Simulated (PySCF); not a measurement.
**Spin-rotation constants: [closo-1-(SH)B5H4]2-, charge -2**

Cartesian coordinates in Å; atom numbers follow the order of the lines, from 1:
```xyz
11

B    -0.1941    0.5758    1.0665
B     0.3725   -0.9629    0.0884
B     0.3836    0.5673   -0.4446
B    -1.0436   -0.8135    0.8913
B    -1.1419    0.0360   -0.5070
H    -0.0624    1.3472    2.0454
H     1.1631   -1.9326   -0.0523
S     1.7637    1.7644   -1.6798
H     2.6566    0.7742   -1.7001
H    -1.8084   -1.5487    1.6043
H    -2.0891    0.1928   -1.3120
```

Total charge -2.

Computed with PySCF 2.14.0, GIAO KT3/def2-SVP magnetisability, rotational g tensor and spin-rotation constants, non-relativistic, gas phase. Geometry: GFN2-xTB.

For an ion the centre-of-mass motion in the field is neglected. The highest occupied orbital is unbound at this level, so the values depend on the basis.

**Question.** Give the nuclear spin-rotation constants along the inertial axes (H = +C I·J) beside the isotropic shieldings.

**Answer.** Rotational constants 8.5985, 1.5980, 1.5901 GHz. A star marks the isotopologue with that one atom substituted, in its own axes.
```csv
atom,isotope,Caa (kHz),Cbb (kHz),Ccc (kHz),mean (kHz),σ (ppm)
B1,11B,1.576,0.087,0.366,0.677,130.2
B2,11B,1.544,0.410,0.059,0.671,129.3
B3,11B,1.731,0.409,0.378,0.839,91.9
B4,11B,1.861,0.220,0.225,0.769,126.3
B5,11B,1.576,0.169,0.283,0.676,130.4
H6,1H,-0.491,-0.079,0.109,-0.153,28.7
H7,1H,-0.497,0.137,-0.115,-0.158,29.0
H9,1H,-1.020,0.054,-0.125,-0.363,33.3
H10,1H,0.601,-0.089,-0.090,0.141,29.2
H11,1H,-0.489,-0.022,0.052,-0.153,28.7
S8,33S*,1.191,0.085,0.265,0.514,800.6
```
For the geometry as given, no vibrational averaging.
